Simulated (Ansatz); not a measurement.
`C#Cc1ccc(C#Cc2ccc(C#Cc3ccc(C#Cc4ccc(C#Cc5ccc(C#Cc6ccccc6)cc5)cc4)cc3)cc2)cc1`, 74 atoms. Hardware: 4 threads of AMD EPYC 7R13 on a shared host and a share (37 GiB) of an NVIDIA H100 80GB HBM3.

Single mean-field runs in def2-SVP are fitted with def2-universal-jkfit.

Question: How many basis functions does each of these Ansatz runs have, and roughly what does it cost? PBE-D4/def2-SVP, charge 1 doublet at the geometry of the charge 0 singlet, energy, from earlier orbitals; r2SCAN-D4/def2-SVP, charge 0 singlet, relaxation, 30 steps; PBE-D4/def2-SVP, charge -1 doublet at the geometry of the charge 0 singlet, energy, from earlier orbitals; PBE-D4/def2-SVP, charge 0 triplet at the geometry of the charge 0 singlet, energy, from earlier orbitals; PBE0-D4/def2-SVP, charge -1 doublet at the geometry of the charge 0 singlet, energy; PBE0-D4/def2-SVP, charge 1 doublet at the geometry of the charge 0 singlet, energy; PBE-D4/def2-SVP, charge 0 singlet, energy and forces, from earlier orbitals; r2SCAN-D4/def2-SVP, charge 0 singlet, energy and forces, from earlier orbitals; PBE0-D4/def2-SVP, charge 0 singlet, energy, from earlier orbitals; PBE0-D4/def2-SVP, charge 0 triplet at the geometry of the charge 0 singlet, energy.

Answer: Other jobs shared the machine, so times can vary by a factor of up to 3.

```tsv
run	functions	fitting or Cholesky vectors	wall time	peak host memory (GiB)
PBE-D4/def2-SVP, charge 0 singlet, energy and forces, from earlier orbitals	802	4068	5.5 s	1.3
r2SCAN-D4/def2-SVP, charge 0 singlet, energy and forces, from earlier orbitals	802	4068	6 s	1.4
PBE-D4/def2-SVP, charge -1 doublet at the geometry of the charge 0 singlet, energy, from earlier orbitals	802	4068	6.5 s	1.4
PBE-D4/def2-SVP, charge 0 triplet at the geometry of the charge 0 singlet, energy, from earlier orbitals	802	4068	8 s	1.6
PBE0-D4/def2-SVP, charge 0 singlet, energy, from earlier orbitals	802	4068	8.5 s	1.2
PBE-D4/def2-SVP, charge 1 doublet at the geometry of the charge 0 singlet, energy, from earlier orbitals	802	4068	9.5 s	1.4
PBE0-D4/def2-SVP, charge 1 doublet at the geometry of the charge 0 singlet, energy	802	4068	16 s	1.5
PBE0-D4/def2-SVP, charge -1 doublet at the geometry of the charge 0 singlet, energy	802	4068	17 s	1.5
PBE0-D4/def2-SVP, charge 0 triplet at the geometry of the charge 0 singlet, energy	802	4068	29 s	1.6
r2SCAN-D4/def2-SVP, charge 0 singlet, relaxation, 30 steps	802	4068	2.8 min	1.4
```
